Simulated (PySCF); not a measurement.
This PySCF input asks for the NMR shieldings of SMILES C1C(/C(=C\[SiH3])[SiH3])CC1=S, C$_{6}$H$_{12}$SSi$_{2}$; the geometry comes from GFN2-xTB.

```python
import basis_set_exchange as bse
import numpy as np
from pyscf import gto, dft
from pyscf.prop import nmr

atoms = """
Si    2.756740   -1.145904    0.827135
C     1.857659    0.400542    0.232569
C     0.544410    0.576633    0.057221
Si   -0.125101    2.249711   -0.538920
C    -0.417156   -0.539495    0.309777
C    -1.784945   -0.153544    0.919742
C    -2.446248   -0.593303   -0.348378
S    -3.968624   -0.571220   -0.870995
C    -1.154733   -1.038619   -0.959050
H     2.307087   -1.515357    2.174082
H     4.188880   -0.849008    0.856208
H     2.504761   -2.266609   -0.085392
H     2.499328    1.243583    0.000842
H     0.915024    2.897040   -1.337329
H    -1.335714    2.075504   -1.343618
H    -0.436356    3.073486    0.634691
H     0.077624   -1.347672    0.851700
H    -1.921754    0.900600    1.159129
H    -2.080228   -0.737504    1.792040
H    -1.096314   -2.112791   -1.135821
H    -0.893259   -0.529131   -1.886698
"""
names = dict.fromkeys(["Si", "C", "S", "H"], "pcSseg-1")
basis = {el: gto.basis.parse(bse.get_basis(n, elements=[el], fmt="nwchem")) for el, n in names.items()}
mol = gto.M(atom=atoms, basis=basis, charge=0, verbose=0)
mf = dft.RKS(mol, xc="PBE0")
mf.grids.level = 2
mf.grids.alignment = dft.numint.BLKSIZE   # the property module wants whole blocks of grid points
mf.conv_tol = 1e-9
mf.kernel()

calc = nmr.RKS(mf)   # GIAO
C = mf.mo_coeff
Co = C[:, mf.mo_occ > 0]
resp = mf.gen_response(singlet=True, hermi=2)
def vind(x):   # induced exchange potential for any number of trial vectors
    d = np.einsum("pi,xij,qj->xpq", C, 2 * x.reshape(-1, C.shape[1], Co.shape[1]), Co, optimize=True)
    return np.einsum("xpq,pi,qj->xij", resp(d - d.transpose(0, 2, 1)), C, Co, optimize=True).ravel()
mo1, _ = nmr.rhf.solve_mo1(calc, with_cphf=vind)
sigma = calc.kernel(mo1)
for i, s in enumerate(sigma):   # ppm
    print("%2d %-2s %9.2f" % (i, mol.atom_pure_symbol(i), np.trace(s) / 3))
```

**Question.** What are the results?

**Answer.** 
```
 0 Si    440.79
 1 C      46.20
 2 C      14.17
 3 Si    428.42
 4 C     147.50
 5 C     129.57
 6 C     -96.28
 7 S    -495.23
 8 C     127.11
 9 H      27.33
10 H      27.72
11 H      27.45
12 H      25.22
13 H      27.75
14 H      27.48
15 H      27.38
16 H      28.00
17 H      28.52
18 H      28.10
19 H      27.97
20 H      28.76
```

These numbers come from an equivalent density-fitted implementation of the same equations, which agrees with the script to about 0.01 ppm for H and up to a few tenths of a ppm for heavy atoms, so last digits may differ.

**Question.** Turn these shieldings into chemical shifts. References, each an isolated molecule treated in the same way: 29Si (σ = 349.16 ppm), 13C (σ = 186.93 ppm), 1H (σ = 31.72 ppm) against TMS; 33S (σ = 503.73 ppm) vs CS2.

**Answer.** Averaging equivalent atoms: Si 3: -79.3; Si 0: -91.6; C 6: 283.2; C 2: 172.8; C 1: 140.7; C 5/8: 58.6; C 4: 39.4; S 7: 999; H 12: 6.50; H 9/10/11: 4.22; H 13/14/15: 4.18; H 16: 3.72; H 18/19: 3.68; H 17/20: 3.08 ppm. 

Size and cost of the density-fitted run: 234 basis functions, 89 s wall time on 1 thread of an Arm Neoverse V1, shared host; peak memory 1.1 GiB.
